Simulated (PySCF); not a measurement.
An excited-state job on `O=C(O)[Si@H](F)C/C=C\F`.

Computed with TDDFT CAM-B3LYP/def2-SVPD, vertical, gas phase, core orbitals frozen in the response (PySCF 2.14.0, density-fitted response routines). Geometry: GFN2-xTB. The command runs a driver script over a list of jobs; the input below is this job's line of settings and its coordinates in Å.

Command:
```bash
OMP_NUM_THREADS=1 python probes_run.py task.json out
```

Input:
```
{"job": {"kind": "uv", "xc": "CAM-B3LYP", "basis": "def2-SVPD", "nstates": 8, "ntriplets": 3}, "charge": 0, "multiplicity": 1}
O      2.822960     0.518539    -1.149230
C      2.307399     0.922883    -0.138994
O      2.886422     1.841643     0.638327
Si     0.622126     0.362352     0.599671
F      1.005488    -0.731136     1.728941
C     -0.405769    -0.532160    -0.727685
C     -1.568970    -1.238410    -0.117838
C     -2.778733    -0.720661    -0.010390
F     -3.065059     0.513604    -0.476196
H      3.756662     2.103747     0.287500
H     -0.008841     1.440603     1.337009
H     -0.762880     0.191729    -1.460712
H      0.227046    -1.250323    -1.252752
H     -1.399870    -2.221203     0.290586
H     -3.642393    -1.193217     0.429851
```

Output:
```
coarse grid: 14032 points
cycle   1  E = -794.7494390332  dE =  1.344e+00  |g| = 1.090e+00  |ddm| = 5.592e+00
cycle   2  E = -794.5122530877  dE =  2.372e-01  |g| = 1.630e+00  |ddm| = 2.540e+00
cycle   3  E = -794.9729493917  dE = -4.607e-01  |g| = 2.090e-01  |ddm| = 1.439e+00
cycle   4  E = -794.9795582659  dE = -6.609e-03  |g| = 9.462e-02  |ddm| = 2.348e-01
cycle   5  E = -794.9811578899  dE = -1.600e-03  |g| = 1.159e-02  |ddm| = 9.620e-02
cycle   6  E = -794.9811859055  dE = -2.802e-05  |g| = 5.478e-03  |ddm| = 2.540e-02
cycle   7  E = -794.9811922459  dE = -6.340e-06  |g| = 1.400e-03  |ddm| = 8.153e-03
final grid: 134616 points
cycle   8  E = -795.1069423062  dE = -3.256e-05  |g| = 4.481e-03  |ddm| = 6.623e-02
cycle   9  E = -795.1069396937  dE =  2.613e-06  |g| = 6.079e-03  |ddm| = 1.249e-02
cycle  10  E = -795.1069463719  dE = -6.678e-06  |g| = 6.175e-04  |ddm| = 5.476e-03
cycle  11  E = -795.1069464363  dE = -6.438e-08  |g| = 3.365e-04  |ddm| = 8.538e-04
cycle  12  E = -795.1069464570  dE = -2.075e-08  |g| = 1.003e-04  |ddm| = 4.288e-04
cycle  13  E = -795.1069464595  dE = -2.415e-09  |g| = 1.909e-05  |ddm| = 1.530e-04
cycle  14  E = -795.1069464596  dE = -1.698e-10  |g| = 7.113e-06  |ddm| = 5.788e-05
converged SCF energy = -795.1069464596

Static polarisability (au): isotropic 80.639, principal 64.770 74.092 103.056

Singlet excitations
state   eV       nm        f      main configurations
  1   4.8765    254.2   0.00494   H-1->L 0.77, H->L 0.13
  2   6.0653    204.4   0.05063   H->L 0.80, H-1->L 0.12
  3   6.8266    181.6   0.00586   H->L+2 0.85
  4   7.1872    172.5   0.43326   H->L+1 0.45, H->L+3 0.29
  5   7.4265    166.9   0.02190   H-1->L+1 0.41, H-2->L 0.25, H->L+3 0.20
  6   7.6623    161.8   0.01432   H->L+4 0.65
  7   7.7609    159.8   0.00145   H-4->L 0.49, H-6->L 0.16, H-1->L+4 0.08
  8   7.8743    157.5   0.09122   H-2->L 0.42, H-1->L+1 0.19, H-1->L+2 0.09

Triplet excitations (Tamm-Dancoff, eV): 4.2260 4.3547 5.5885
```

The SCF starts on a coarse grid where the log names one; the energy can jump when the final grid takes over, and dE then counts from the start density on the new grid. H and L stand for HOMO and LUMO; the number after each pair is its weight.

Question: Give the mean polarisability as a volume in Å³, and the ratio of the largest to the smallest principal value.

Answer: 80.639 au × 0.148185 = 11.95 Å³; 103.056/64.770 = 1.59.

Question: Give S1 in cm⁻¹ and kJ/mol.

Answer: 4.8765 eV × 8065.54 = 39332 cm⁻¹; × 96.485 = 470.5 kJ/mol.

In short: HOMO -8.79 eV, LUMO -0.23 eV; lowest singlet 4.88 eV; lowest triplet 4.23 eV (Tamm–Dancoff); mean polarisability 80.6 au.

On one thread, Arm Neoverse V2 (aarch64), no GPU, shared host, this took 86 s (grids of density and orbitals included) and 1.1 GiB of memory at its peak.

One conformer stands for the species.
Labels such as C1 count atoms from 1, the log's own numbers from 0.
